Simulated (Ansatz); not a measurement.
Relaxation of H4S2Sn (7 atoms, charge 0, multiplicity 1), to a largest force component of 0.015 eV/Å in at most 40 steps.

These are results of RKS PBE0/def2-SVP (Ansatz), not measurements.

```xyz
7
Properties=species:S:1:pos:R:3:forces:R:3
S -1.534 -1.027 -0.845 -1.04 1.42 -0.78
Sn 0.034 0.428 0.243 1.21 -0.17 -0.16
S -1.173 1.711 1.853 -0.61 -0.59 0.95
H -2.244 0.140 -1.312 0.85 -1.63 0.57
H 1.263 -0.538 1.058 -0.49 0.23 -0.32
H 0.807 1.501 -0.917 -0.37 -0.26 0.44
H -1.619 0.583 2.566 0.44 1.00 -0.71
```

Where does it end, and by what steps?

It converged. After 4 steps the energy has fallen by 0.212 eV; H4 moved furthest, 0.15 Å.

```
step  energy less start (eV)  largest force component (eV/Å)  accepted
   0                  0.0000                           1.631       yes
   1                 -0.1596                           0.774       yes
   2                 -0.1999                           0.147       yes
   3                 -0.2108                           0.100       yes
   4                 -0.2122                           0.011       yes
```

```xyz
7
Properties=species:S:1:pos:R:3
S -1.490 -1.025 -0.905
Sn 0.058 0.433 0.255
S -1.114 1.762 1.907
H -2.261 -0.007 -1.346
H 1.186 -0.630 0.978
H 0.761 1.581 -0.799
H -1.606 0.685 2.558
```

Run time: 18 s on 1 thread of Arm Neoverse V2, on a shared host, peak memory 0.17 GiB.
